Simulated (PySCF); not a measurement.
# Spinor energies of Sr²¹⁺ (strontium, charge +21)

Start: [Ne] 3s2 3p5; 3p1/2 filled at m_j = +1/2; 3p3/2 filled at m_j = -3/2, -1/2, +1/2, +3/2. Calculated with PySCF 2.14 in an even-tempered Gaussian basis (19 s from 2.5 bohr⁻², ratio 2.4; 14 p from 3.2 bohr⁻², ratio 2.4; 5 d from 15 bohr⁻², ratio 2.6; 4 f from 22 bohr⁻², ratio 2.6): generalised Hartree-Fock with the X2C-1e Hamiltonian and a Gaussian nucleus; one run each with spin-orbit coupling (SO) screened by Boettger's factors, then bare. This is a chosen level, not necessarily the ground level.

```csv
spinor shell,electrons,"ε, screened SO (eV)","ε, bare SO (eV)",weight of nominal j (bare SO),"rms radius, bare SO (bohr)"
1s1/2,2,-17065.7,-17065.7,1.000,0.0451
2s1/2,2,-3112.9,-3113.0,1.000,0.184
2p1/2,2,-2904.4,-2907.2,1.000,0.161
3s1/2,2,-1076.3,-1076.3,1.000,0.465
3p1/2,1,-1003.5,-1004.2,1.000,0.455
3p3/2,4,-985.09,-984.83,1.000,0.462
```

(1) Where does 2p3/2 lie, and what is the 2p spin-orbit splitting (bare SO)?

```
   quantity  screened SO      bare SO
E (hartree)  -2914.55187  -2914.56023
        M_J          1/2          1/2
       ⟨J²⟩        0.752        0.752
       ⟨L²⟩        2.006        2.006
       ⟨S²⟩        0.753        0.754
```

Each row is a mean over spinors that exchange with the open shell spreads, by up to 7.563 eV (2p1/2).

Breit and QED terms are absent; they matter most for the inner s and p1/2 levels.

Densities and radii are taken from the X2C orbitals without a picture-change correction, which distorts them close to the nucleus.

Answers

(1) At -2835.6 eV, 71.579 eV above 2p1/2.
